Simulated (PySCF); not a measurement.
CH8ClFSi3, SMILES [Si@H]([Si@@H](Cl)C)(F)[SiH3].

Geometry: B3LYP-D3(BJ)/def2-SVP. The structure was generated by enumeration; whether it is a known compound was not checked. Other conformers were not sampled.

Computed with SMD-B3LYP/6-31G* (PySCF).

Solvation free energies are E(SMD) − E(gas) at the gas-phase geometry, for 1 M in both phases. In vacuum the dipole moment is 1.11 D.

```
solvent          ΔG(solv) (kcal/mol)  its non-electrostatic (CDS) part  dipole (D)
---------------  -------------------  --------------------------------  ----------
water                            1.8                               5.2        1.55
dichloromethane                 -3.9                              -1.0        1.48
benzene                         -2.9                              -1.3        1.30
```
